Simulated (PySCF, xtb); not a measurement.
H4Pb, SMILES [PbH4].

GFN2-xTB in xtb at its own geometry gives an orbital gap of 5.91 eV and a dipole moment of 0.00 D.

Coordinates come from a PBE0-D3(BJ)/def2-TZVPD optimisation. The def2 effective core potentials stand for the cores of Pb; spin–orbit coupling is left out.

What does PBE/def2-TZVPD run with PySCF give? (An estimate is asked for; the answer gives what the named calculation found.)

gap 6.20 eV (levels -7.74 and -1.54 eV), dipole 0.00 D.
